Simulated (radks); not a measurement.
H, configuration 1s1.

Method: scalar-relativistic Kohn-Sham, LDA (Slater exchange, Perdew-Wang correlation), spin-unpolarised, spherical densities, point nucleus; without spin polarisation the odd electron is poorly described; hard spherical wall at 8 bohr; computed with a radial shooting solver on a logarithmic mesh with Libxc functionals.

Energy parts (hartree):
| part | energy |
|---|---|
| total | -0.44553 |
| kinetic | 0.42622 |
| electron-nucleus | -0.92228 |
| Hartree | 0.28354 |
| exchange-correlation | -0.23301 |

Orbitals (lengths in bohr, moments of r in powers of bohr):
| orbital | occ. | eigenvalue (hartree) | <r^2> |
|---|---|---|---|
| 1s | 1 | -0.23271 | 3.752 |
| 2p | 0 | 0.07507 | 19.14 |
| 2s | 0 | 0.08991 | 22.47 |

The highest occupied level is 1s at -6.332 eV. The density falls to 0.001 e/bohr^3 at r = 3.03 bohr.
